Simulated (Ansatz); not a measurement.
One change: `C=C(C)[SiH2][SiH3]` becomes `C=C(C)CC`.

Ansatz, PBE0-D4/def2-TZVP geometries, multiplicity 1. Each molecule was computed in one conformer, which needn't be the lowest.

```tsv
property	`C=C(C)[SiH2][SiH3]`
HOMO energy (B3LYP/def2-TZVPP) / eV	-7.20
ideal-gas entropy at 298 K and 1 bar (rigid rotor, harmonic PBE0-D4/def2-TZVP) / J/(mol·K)	382
HOMO–LUMO gap (B3LYP/def2-TZVPP) / eV	6.61
LUMO energy (B3LYP/def2-TZVPP) / eV	-0.59
size of the dipole moment (B3LYP/def2-TZVPP) / D	0.83
HOMO–LUMO gap (ωB97M-V/def2-TZVPP) / eV	11.11
```

Question: Give the same properties after the change, and the shifts. (An estimate is asked.)

Answer: Computed: 
```tsv
property	`C=C(C)CC`	shift
HOMO energy (B3LYP/def2-TZVPP) / eV	-6.82	0.38
ideal-gas entropy at 298 K and 1 bar (rigid rotor, harmonic PBE0-D4/def2-TZVP) / J/(mol·K)	328	-54
HOMO–LUMO gap (B3LYP/def2-TZVPP) / eV	7.09	0.48
LUMO energy (B3LYP/def2-TZVPP) / eV	0.26	0.85
size of the dipole moment (B3LYP/def2-TZVPP) / D	0.57	-0.26
HOMO–LUMO gap (ωB97M-V/def2-TZVPP) / eV	11.74	0.63
```

With PBE0 the HOMO rises by 0.38 eV and the LUMO rises by 0.92 eV, so the gap widens by about 0.54 eV. PBE moves the HOMO by 0.42 eV and ωB97M-V by 0.24 eV. Dipoles are sizes alone; their direction can turn. Modes under 60 cm⁻¹, often nearly free rotors, make the harmonic entropy too high.

B3LYP here is the variant with VWN-RPA as its local correlation; programs differ in this.
